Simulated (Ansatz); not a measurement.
Input file for H$_{7}$NSeSi$_{2}$ (`[SiH3]N[SiH2][SeH]`):

```yaml
crystal:
  periodic: [false, false, false]
  atoms:
    - {symbol: Si, position_ang: [-0.338773, 1.551949, -0.702388]}
    - {symbol: N, position_ang: [-0.496359, 0.376152, 0.559048]}
    - {symbol: Si, position_ang: [0.587728, -0.912864, 0.897764]}
    - {symbol: Se, position_ang: [0.976873, -2.296480, -0.876453]}
    - {symbol: H, position_ang: [-1.129801, 1.215226, -1.916587]}
    - {symbol: H, position_ang: [-0.798033, 2.878478, -0.212194]}
    - {symbol: H, position_ang: [1.099861, 1.608644, -1.062372]}
    - {symbol: H, position_ang: [-1.381249, 0.335992, 1.043585]}
    - {symbol: H, position_ang: [0.017325, -1.664167, 2.042498]}
    - {symbol: H, position_ang: [1.952447, -0.419791, 1.204631]}
    - {symbol: H, position_ang: [-0.424821, -2.730042, -0.956932]}
basis:
  gaussian: {orbitals: def2-TZVPP}
correlation: {method: ccsd_t}
```

```sh
$ ansatz run in.yaml --threads 4 --pin off --events-out ev --progress --plain --max-ram 10444MiB
```

The program prints (abridged):

```
Functional definition: HF
1529 factors; integrals over basis functions are off by at most 1.0e-3 eV
mean field evaluation 1: about -82619.9406 eV, gradient 3.6e1 eV
mean field evaluation 2: about -82620.2091 eV, gradient 3.7e1 eV
mean field evaluation 4: about -82623.6144 eV, gradient 3.9e0 eV
mean field evaluation 8: about -82623.6821 eV, gradient 2.7e-1 eV
mean field -82623.68248844 eV, -3036.3643271066 hartree, gradient 4.0e-6 eV, S^2 0.000000; 0 other end points of the search recorded, 0 dependent functions left out
20 core orbitals not correlated: weight in the atoms' cores, before any rotation towards them, 1.000 or more for the frozen orbitals, at most 0.000 for the correlated occupied ones
reference -82623.68248844 eV, -3036.3643271066 hartree; 18, 18 occupied and 223, 223 virtual orbitals, 1529 factors
second order -20.11807191 eV of doubles, -0.00000000 eV of singles
cycle   1  -20.79110295 eV  change   -6.7e-1 eV  update   9.9e-2
cycle   2  -21.39783174 eV  change   -6.1e-1 eV  update   2.9e-2
cycle   3  -21.46928871 eV  change   -7.1e-2 eV  update   1.2e-2
cycle   4  -21.45813281 eV  change    1.1e-2 eV  update   3.1e-3
cycle   5  -21.45842597 eV  change   -2.9e-4 eV  update   1.3e-3
cycle   6  -21.45816967 eV  change    2.6e-4 eV  update   3.6e-4
cycle   7  -21.45800287 eV  change    1.7e-4 eV  update   1.3e-4
cycle   8  -21.45805062 eV  change   -4.8e-5 eV  update   4.6e-5
cycle   9  -21.45805793 eV  change   -7.3e-6 eV  update   1.6e-5
perturbative correction -0.78759521 eV, -0.0289435901 hartree
Total energy: -82645.92814157 eV, -3037.1818397807 hartree
```

Hardware: 4 threads of an Arm Neoverse V2 on a shared host. Wall time 3.5 min, peak host memory 5.8 GiB.

MP2 recovers 90.4 % of the CCSD(T) correlation energy and the triples give 3.5 %; T1 = 0.0101.
